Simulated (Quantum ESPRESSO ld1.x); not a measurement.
Results of a calculation; reference values are marked as such.
Q: These are the eigenvalues of the occupied orbitals of an atom or ion with whole-number occupations (eV). Level of theory: scalar-relativistic Kohn-Sham, LDA (Slater exchange, VWN5 correlation), spin-polarised, spherical densities, point nucleus (ld1.x of Quantum ESPRESSO 7.5).

1s down: -71624.6
1s up: -71624.6
2s up: -12433.3
2s down: -12433.2
2p up: -10856.1
2p down: -10856.0
3s up: -2890.86
3s down: -2890.80
3p up: -2425.89
3p down: -2425.82
3d up: -1898.05
3d down: -1897.94
4s up: -615.840
4s down: -615.694
4p up: -463.273
4p down: -463.126
4d up: -271.897
4d down: -271.718
5s up: -102.733
5s down: -101.494
5p up: -64.5928
5p down: -63.0310
4f up: -59.3826
4f down: -59.0608
5d up: -22.4898
5d down: -20.6502

Which element is it, and in what charge state? The configuration may be excited.

A: Z = 75, rhenium, charge +2: Re2+ in [Xe] 4f14 5d(up 4, down 1). The list shows which subshells hold electrons but not how many an open one holds; the 1s level, -2632.2 hartree, gives Z - s = 72.6 by -(Z - s)^2/2, which with screening and relativity narrows Z to a few neighbours, and the depths of the outer levels then fix element, charge and occupations together.
